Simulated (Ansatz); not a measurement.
Wavefunction ladder for `CO[Si]C`

Z-matrix (Å, degrees):
```
C
O 1 1.407
H 1 1.093 2 109.2
H 1 1.093 2 112.4 3 120.9
H 1 1.093 2 109.1 3 -118.2
Si 2 1.646 1 133.8 3 -120.5
C 6 1.908 2 103.0 1 -0.0
H 7 1.093 6 109.8 2 179.9
H 7 1.097 6 111.9 2 60.2
H 7 1.097 6 111.9 2 -60.4
```

The species carries charge 0 and has multiplicity 1. The geometry is a stationary point of PBE0-D4/def2-TZVP. It is one conformer, not always the lowest. Frozen core, restricted reference, the Gaussian-basis code of Ansatz. CBS rows extrapolate triple and quadruple zeta; past MP2 they add the triple-zeta difference.

| basis | HF (Eh) | MP2 corr. | CCSD corr. | (T) | CCSD(T) total |
| --- | --- | --- | --- | --- | --- |
| def2-SVP | -442.80242 | -0.55366 | -0.60297 | -0.01678 | -443.42217 |
| def2-TZVPP | -443.09007 | -0.69320 | -0.73389 | -0.02870 | -443.85266 |
| def2-QZVPP | -443.10666 | -0.74240 | – | – | – |
| CBS(def2) | -443.10895 | -0.77884 | -0.81953 | as TZ | -443.95718 |
